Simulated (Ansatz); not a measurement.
Geometry optimisation, RKS revPBE-D4/def2-SVP in Ansatz.

The input (input.yaml):

```yaml
crystal:
  periodic: [false, false, false]
  atoms:
    - { symbol: C, position_ang: [0.0372, 0.7585, -0.3025] }
    - { symbol: Sb, position_ang: [0.307, -1.3351, -0.4324] }
    - { symbol: F, position_ang: [1.99518, -1.07437, -1.41989] }
    - { symbol: H, position_ang: [1.0319, 1.3409, -0.4365] }
    - { symbol: H, position_ang: [-0.4506, 1.051, 0.6535] }
    - { symbol: H, position_ang: [-0.7044, 1.133, -1.1231] }
    - { symbol: H, position_ang: [-0.58361, -1.43341, -1.91651] }
basis:
  gaussian: { orbitals: def2-SVP }
hamiltonian:
  xc: revpbe
  dispersion: d4
relax:
  f_tol: 0.015
  max_steps: 40
```

Command:

```bash
$ ansatz run input.yaml --threads 1 --pin off --max-ram 2048MiB --backend cpu --events-out ev --progress --plain --runs-dir out
```

Where does it end, and by what steps?

The run converged. After 19 steps the energy has fallen by 0.226 eV; H4 moved furthest, 0.65 Å.

| step | energy less start (eV) | largest force component (eV/Å) | accepted |
| --- | --- | --- | --- |
| 0 | 0.0000 | 2.516 | yes |
| 1 | -0.1178 | 0.656 | yes |
| 2 | -0.1593 | 0.570 | yes |
| 3 | -0.1967 | 0.053 | yes |
| 4 | -0.1976 | 0.034 | yes |
| 5 | -0.1941 | 0.468 | no |
| 6 | -0.1918 | 0.212 | no |
| 7 | -0.1990 | 0.022 | yes |
| 8 | -0.2023 | 0.089 | yes |
| 9 | -0.1957 | 0.464 | no |
| 10 | -0.2048 | 0.100 | yes |
| 11 | -0.2105 | 0.121 | yes |
| 12 | -0.2113 | 0.332 | yes |
| 13 | -0.2178 | 0.191 | yes |
| 14 | -0.2232 | 0.178 | yes |
| 15 | -0.2160 | 0.346 | no |
| 16 | -0.2257 | 0.023 | yes |
| 17 | -0.2261 | 0.079 | yes |
| 18 | -0.2264 | 0.031 | yes |
| 19 | -0.2265 | 0.005 | yes |

```xyz
7
Properties=species:S:1:pos:R:3
C -0.060 0.813 -0.340
Sb 0.142 -1.358 -0.569
F 2.095 -1.286 -0.877
H 0.701 1.288 -0.989
H 0.113 1.103 0.715
H -1.073 1.134 -0.654
H -0.286 -1.253 -2.263
```

Whether the end is a true minimum wasn't checked by a vibrational analysis.

Time of the run: 42 s on 1 CPU thread of a shared host.
